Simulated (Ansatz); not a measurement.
Isomers of Cs$_{3}$H$_{2}$ (doublet), relaxed with PBE-D4/def2-TZVP; total energies from Ansatz at CCSD(T)/def2-TZVPP.

```
isomer                                                 description  energy (Eh)
     A                     point group Cs; 5 × Cs–H 2.67 to 2.89 Å    -61.23067
     B  point group C2v; 1 × Cs–Cs 5.09 Å; 4 × Cs–H 2.68 to 2.71 Å    -61.22525
```

In the def2 sets Cs takes a core potential; there is no spin–orbit coupling. Correlated methods freeze no core orbitals; core or outer-core shells of Cs are correlated, in sets that lack core-valence functions.

The isomers come from a short search, and lower ones may exist.

Question: Work out the relative energies (1 Eh = 2625.5 kJ/mol) and the Boltzmann populations at 800 K from electronic energies alone (R = 8.314 J/mol/K).

Answer: ΔE: A 0.0, B 14.2 kJ/mol. RT = 6.65 kJ/mol. Factors exp(−ΔE/RT): A 1, B 0.118; sum 1.118. Populations: A 89.4 %, B 10.6 %. Zero-point energy, vibrational entropy and symmetry numbers are left out and can shift these; an error of 4 kJ/mol changes a ratio by a factor of 1.8. Over the other density-functional and correlated levels in def2 sets, the gap between A and B ranges from 13 to 16 kJ/mol.
